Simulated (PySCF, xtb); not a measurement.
Al(H)(OMe)2 (C2H7AlO2), SMILES C[O][AlH][O]C.

GFN2-xTB run with xtb at its own geometry gives an orbital gap of 5.17 eV and a dipole moment of 0.78 D.

Geometry: B3LYP-D3(BJ)/def2-SVP. The structure was generated by enumeration; whether it is a known compound was not checked. One conformer was computed; it need not be the lowest.

Q: What does HF/def2-TZVP run with PySCF give? (An estimate is asked for; the answer gives what the named calculation found.)

A: gap 14.28 eV (levels -11.84 and 2.44 eV), dipole 1.87 D.
